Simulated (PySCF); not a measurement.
Harmonic spectrum computed at PBE0 in the def2-TZVP basis family (core potentials from Rb on, PySCF, no spin–orbit coupling):

```json
{"ω (cm⁻¹)": "351", "IR (km/mol)": "3.6"}
{"ω (cm⁻¹)": "407", "IR (km/mol)": "96.0"}
{"ω (cm⁻¹)": "1793", "IR (km/mol)": "281"}
```

Q: Which molecule gave it? In each, all ligands are bound to the one heavy central atom.
A. WHCl (quintet)
B. ZrHCl (triplet)
C. TaHCl (quartet)
D. RuHCl (quintet)
E. MoHCl (quintet)

A: C. It has Cs symmetry with Ta–Cl 2.282 Å, Ta–H 1.801 Å.
